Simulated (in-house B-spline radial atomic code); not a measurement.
**Binding energies in Ta3+**

NIST's tabulated ground configuration is [Xe] 4f14 5d2; each binding energy is the energy of the ion with one electron taken from that subshell, relaxed, less that of the parent. Computed with a B-spline radial code for spherical atoms: Dirac-Hartree-Fock, average of configuration, Fermi nucleus of rms radius 5.3507 fm. Energies include first-order Breit, QED and recoil terms.

| subshell | X-ray name | binding energy (eV) | -ε (eV) | relaxation (eV) |
| --- | --- | --- | --- | --- |
| 1s | K | 67447.6 | 67868.3 | 86.9 |
| 2s | L1 | 11725.3 | 11818.1 | 51.9 |
| 2p1/2 | L2 | 11174 | 11270.4 | 56.3 |
| 3s | M1 | 2752 | 2789.4 | 29.2 |
| 3p1/2 | M2 | 2509.2 | 2546.9 | 30.2 |
| 3p3/2 | M3 | 2235.3 | 2268.5 | 28.6 |
| 4s | N1 | 609.1 | 622.6 | 11.7 |
| 4p1/2 | N2 | 508.6 | 521.6 | 11.4 |
| 4p3/2 | N3 | 445.7 | 456.8 | 10.3 |
| 5s | O1 | 112.7 | 114.9 | 1.9 |
| 5p1/2 | O2 | 80.65 | 82.46 | 1.62 |
| 5p3/2 | O3 | 71.65 | 73.06 | 1.33 |
| 4f5/2 | N6 | 61.8 | 69.65 | 7.99 |
| 4f7/2 | N7 | 59.92 | 67.48 | 7.78 |
| 5d | O4,5 | 33.99 | 34.44 | 0.47 |

Relaxation = -ε minus the binding energy without Breit, QED and recoil terms.

Emission lines follow as differences of binding energies, with λ = 12398.42 eV·Å / E:

```csv
line,holes,energy (eV),wavelength (Å)
K-L2,1s → 2p1/2,56273.6,0.22032
K-M3,1s → 3p3/2,65212.3,0.19012
L1-M3,2s → 3p3/2,9490.0,1.3065
```

(1) What does it cost to remove both a 2p1/2 and a 3p3/2 electron?

(2) What does it cost to remove both a 3s and a 5p3/2 electron?

(3) What does it cost to remove both a 2s and a 4f7/2 electron?

## Answers

(1) 13496 eV, which is 87.02 eV more than the two single binding energies together.

(2) 2841.6 eV, which is 18.02 eV more than the two single binding energies together.

(3) 11812 eV, which is 26.8 eV more than the two single binding energies together.
